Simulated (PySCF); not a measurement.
Below is a simulated gas-phase Ti 2p photoelectron spectrum of trans-Ti(NH3)2F4, `[NH3]->[Ti](<-[NH3])([F])([F])([F])[F]`.

Every computed line was given a Gaussian of 0.5 eV full width at half maximum and an area set by the number of equivalent atoms (split 2:1 within a doublet); the highest printed point is 100. Theory: delta-SCF UKS SCAN, pcX-2 on the ionised atom (unc-x2c-TZVPall on a metal), pcseg-1 elsewhere, spin-free X2C in PySCF.

binding energy (eV), intensity and a bar:
```
    463.8          2 #
    464.0         17 #####
    464.2         64 ###################
    464.4        100 ##############################
    464.6         64 ###################
    464.8         17 #####
    465.0          2 #
    465.2          0 
    465.4          0 
    465.6          0 
    465.8          0 
    466.0          0 
    466.2          0 
    466.4          0 
    466.6          0 
    466.8          0 
    467.0          0 
    467.2          0 
    467.4          0 
    467.6          0 
    467.8          0 
    468.0          0 
    468.2          0 
    468.4          0 
    468.6          0 
    468.8          0 
    469.0          0 
    469.2          0 
    469.4          0 
    469.6          3 #
    469.8         17 #####
    470.0         43 #############
    470.2         46 ##############
    470.4         20 ######
    470.6          4 #
    470.8          0
```

Task: Count the maxima, the lines and the sites behind this envelope.

Result: The curve has 2 maxima (at 464.4 and 470.1 eV). Under it lie 2 lines from 1 inequivalent titanium site, drawn as a 2p3/2, 2p1/2 pair.

Task: Decompose the envelope and assign each component. Bonds: Ti1–N2, Ti1–N6, Ti1–F10, Ti1–F11, Ti1–F12, Ti1–F13. Hydrogens: H3, H4, H5 on N2; H7, H8, H9 on N6.

Result: 
```json
{"position (eV)": "464.40", "relative area": "0.67", "line": "Ti 2p3/2", "atoms": "Ti1", "environment": "titanium bonded to 4 F and 2 N"}
{"position (eV)": "470.11", "relative area": "0.33", "line": "Ti 2p1/2", "atoms": "Ti1", "environment": "titanium bonded to 4 F and 2 N"}
```

No satellites, vibrations or lifetime broadening are included. 2p3/2 and 2p1/2 are the ΔSCF energy of one spin-free 2p hole plus the eigenvalues of a spin–orbit and ligand-field matrix of the shell. 2p1/2 minus 2p3/2 (ligand field included): Ti 5.71 eV. Satellites of the metal's 2p lines aren't described. Isolated species at its PBE0-D3(BJ)/def2-SVP geometry, gas phase. Metal 2p energies of this one-determinant scheme are less reliable than its 1s energies.

Hardware: Arm Neoverse V1, one thread, shared host with 32 logical CPUs at a one-minute load of 22. Cost: 45 s wall, 0.66 GiB resident at most.
